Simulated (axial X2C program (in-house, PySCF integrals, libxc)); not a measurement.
Levels of HfCl by electron attachment to HfCl⁺ (EOM-EA-CCSD)

Computed with an axial X2C code built on PySCF integrals: two-component X2C with atomic mean-field Coulomb and Gaunt terms, Gaussian nuclei, basis Hf dyall-acv3z, Cl dyall-av3z with contracted cores.

R = 2.294 Å (near the PBE0 minimum at charge 0 of the determinant lowest at the starting distance; the state shown can have its own minimum elsewhere).

Hartree–Fock spinors of HfCl⁺ (one of each Kramers pair; a window near the gap, which can cut inner shells):

```tsv
ω	occupied	ε (eV)	character
1/2	yes	-19.48	77% Cl p, 12% Hf d, 4% Hf s
1/2	yes	-18.22	79% Cl p, 10% Hf d, 5% Hf f
3/2	yes	-18.11	79% Cl p, 10% Hf d, 5% Hf f
1/2	yes	-13.88	55% Hf s, 28% Hf d, 9% Cl p
1/2	no	-5.41	44% Hf d, 41% Hf p, 9% Hf s
3/2	no	-5.16	96% Hf d
5/2	no	-4.92	98% Hf d
1/2	no	-4.82	57% Hf d, 35% Hf p, 4% Cl p
3/2	no	-4.80	67% Hf d, 26% Hf p, 3% Cl p
1/2	no	-3.50	50% Hf p, 23% Hf d, 10% Cl d
```

Levels of HfCl obtained by attaching an electron to HfCl⁺:

| Ω | binding energy (eV) | above lowest (cm⁻¹) | attached spinor | one-particle weight |
| --- | --- | --- | --- | --- |
| 3/2 | 6.779 | 0 | 93% Hf dδ | 0.89 |
| 1/2 | 6.508 | 2187 | 53% Hf dπ, 14% Hf pπ, 12% Hf pσ | 0.92 |
| 5/2 | 6.465 | 2535 | 98% Hf dδ | 0.89 |
| 3/2 | 6.179 | 4843 | 70% Hf dπ, 14% Hf pπ, 7% Hf dδ | 0.91 |
| 1/2 | 5.958 | 6624 | 34% Hf dσ, 31% Hf pσ, 19% Hf dπ | 0.93 |
| 1/2 | 4.432 | 18931 | 65% Hf pπ, 11% Hf dπ, 9% Cl dπ | 0.88 |
| 3/2 | 4.166 | 21079 | 67% Hf pπ, 11% Hf dπ, 9% Cl pπ | 0.87 |

Problem. What is the splitting of the first π pair in the table, and is it regular or inverted?

Solution. E(3/2) − E(1/2) = 4843 − 2187 = 2656 cm⁻¹ at EOM-EA-CCSD: regular, Ω = 1/2 lower. Splittings at this level can be off by ten to twenty per cent.

This point took 53 s on 1 thread of Arm Neoverse N1 (shared host).

Reference electrons by ω block (each with its −ω partner): 1/2: 27, 3/2: 12, 5/2: 4, 7/2: 1. 18 electrons of HfCl⁺ correlated (inner shells frozen), 84 natural virtual spinors (a truncated set); levels can be off by some tenths of an eV. Roots sought by Ω: (1/2: 5, 3/2: 4, 5/2: 2, 7/2: 1); rows need 60 % one-particle weight and stop where some Ω has no more roots. Missing are any skipped roots, higher Ω and states of a further excitation; these come out far too high here and may in truth be low or lowest. T1 of the reference 0.021 (Lee–Taylor). The reference was not checked to be the lowest state of its species. Number of frozen shells: Hf 4 s, 3 p, 2 d, 1 f; Cl 2 s, 1 p. Large amplitudes in the reference (orbital relaxation or multireference character) lower the reliability.
